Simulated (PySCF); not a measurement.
# Ru⁺ (ruthenium, charge +1) across methods

[Kr] 4d6 5s1, high-spin 6D determinant (an excited configuration). Computed with PySCF 2.14 in ANO-RCC-VTZP (7s6p4d2f1g, 68 functions), with the spin-free X2C one-electron Hamiltonian (Gaussian nucleus).

```
method  E (hartree)  mean ε 4d α (eV)  mean ε 4d β (eV)  mean ε 5s α (eV)  Σ⟨r²⟩ (bohr²)   ⟨S²⟩
   LDA     -4524.81           -16.835           -14.017           -12.841          42.52  8.750
 B97-3     -4529.56           -18.419           -15.647           -13.006          42.21  8.751
  PBE0     -4529.56           -18.494           -15.448           -13.186          42.21  8.751
r2SCAN     -4529.88           -17.178           -14.019           -12.780          42.21  8.751
 B3LYP     -4529.93           -18.017           -15.305           -13.079          42.40  8.751
   PBE     -4529.49           -16.702           -13.896           -12.527          42.40  8.751
  BLYP     -4530.03           -16.414           -13.926           -12.383          42.58  8.751
   UHF  -4527.60780           -23.127           -19.103           -14.705          42.31  8.753
```
